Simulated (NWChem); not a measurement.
System: CdH2; SMILES [CdH2]

```xyz
3

Cd     0.0000     0.0000     0.0000
H      0.0000     0.0000    -1.6798
H      0.0000     0.0000     1.6798
```
Atoms are numbered in this order, from 1.

Results from NWChem. All runs use the structure optimised with PBE0/def2-SVP. def2 effective core potentials on Cd; no spin-orbit coupling.

For level B97-2/def2-SVP:

- highest occupied level (eV) = -7.53
- orbital gap (eV) = 6.85

Estimate the same quantities for level B97-D/def2-SVP.


- highest occupied level (eV) = -6.64
- orbital gap (eV) = 5.36
